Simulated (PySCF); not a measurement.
# Structure from NMR data

Molecular formula: C6H9FN2Si. Simulated spectra:

¹H NMR (400 MHz, computed): δ 6.73 (m, 2H), 6.52 (m, 2H), 6.00 (m, 1H), 5.76 (m, 1H), 5.48 (m, 1H), 1.05 (br s, 2H).

¹³C{¹H} NMR (computed): δ 150.1 (C), 121.0 (CH), 116.8 (CH), 116.6 (CH2).

[PySCF 2.14: coordinates at the GFN2-xTB level; shieldings: GIAO PBE0/pcSseg-1; fast rotation and ring inversion assumed for equivalent nuclei; one computed conformer; no solvent model; non-relativistic]

δ = σ(ref) − σ, references computed at the same level: ¹H (σ = 31.72 ppm) and ¹³C (σ = 186.93 ppm) vs TMS.

Question: Deduce the structure.

Answer: 
1. The formula gives 4 degrees of unsaturation (1 ring in the answer).
2. 4 carbon signals for 6 carbons: some carbons are equivalent by symmetry or fast rotation.
3. Carbon types of the structure: 1 × C, 4 × CH, 1 × CH2, leaving 3 H on heteroatoms.
4. δC 150.1: fully substituted alkene carbon; the olefinic region.
5. δC 121.0: aromatic CH next to a ring nitrogen.
6. δC 116.8: aromatic CH.
7. δC 116.6: terminal =CH2 carbon; as expected for a trigonal carbon in a double bond.
8. δH 6.73: hydrogen on an aromatic CH next to a ring nitrogen; ring-current deshielding.
9. δH 6.52: hydrogen on an aromatic CH; aromatic region.
10. δH 1.05: hydrogen on a nitrogen bonded to Si; exchangeable; this is the value without hydrogen bonding to other molecules.

Structure: `C=C(n1cccc1)[Si@@H](N)F`.

The shifts were computed for this structure.

OH/NH shifts are gas-phase values; hydrogen bonding in solution moves them, usually downfield. Splittings by ¹⁹F in the carbon and heteronuclear signals aren't shown, as no couplings were computed. Shifts are as computed. Against solution values, carbons near 30 ppm lie about +3 ppm off and those near 130 ppm about +5 ppm. Of 1309 compounds with measured shifts, 239 miss one by over three times the rms of a fit or turn the order of signals round; such compounds aren't used in these exercises. Multiplicities follow the n + 1 count of equivalent neighbours, as no J values were calculated; m marks all less simple cases, F and P coupling included.
